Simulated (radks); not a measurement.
Values are calculated unless marked as measured or tabulated.
Spherical quantum dot in the effective-mass picture: electrons in a hard-walled sphere of radius 3.77, all in effective atomic units (hartree* = m*/eps^2 hartree, bohr* = eps/m* bohr), one dielectric constant everywhere. Level of theory: non-relativistic Kohn-Sham, exchange-only LDA, spin-polarised, spherical densities (a radial shooting solver with Libxc functionals). Levels are named by radial order and angular momentum (1s, 1p, 1d, 2s, ...), and open shells are averaged over m.

N = 24, configuration 1s2 1p6 1d10 1f(up 6, down 0). This is the lowest configuration that the search found. Occupied and some empty levels:

| level | occupation | eigenvalue (hartree*) | <r> (bohr*) |
|---|---|---|---|
| 1s up | 1 | 8.4207 | 2.566 |
| 1s down | 1 | 8.5017 | 2.542 |
| 1p up | 3 | 8.5998 | 2.659 |
| 1p down | 3 | 8.6857 | 2.646 |
| 1d up | 5 | 8.9119 | 2.739 |
| 1d down | 5 | 9.0015 | 2.732 |
| 1f up | 6 | 9.3407 | 2.806 |
| 1f down | 0 | 9.4328 | 2.803 |
| 2s up | 0 | 9.6944 | 1.682 |
| 2s down | 0 | 9.7230 | 1.681 |
| 1g up | 0 | 9.8766 | 2.864 |
| 1g down | 0 | 9.9704 | 2.862 |
| 2p up | 0 | 10.298 | 1.971 |
| 2p down | 0 | 10.339 | 1.966 |
| 2d up | 0 | 11.016 | 2.154 |
| 2d down | 0 | 11.067 | 2.148 |

Energy (hartree*): total 119.684, kinetic 31.317, external 0, Hartree 97.874, exchange-correlation -9.5073.
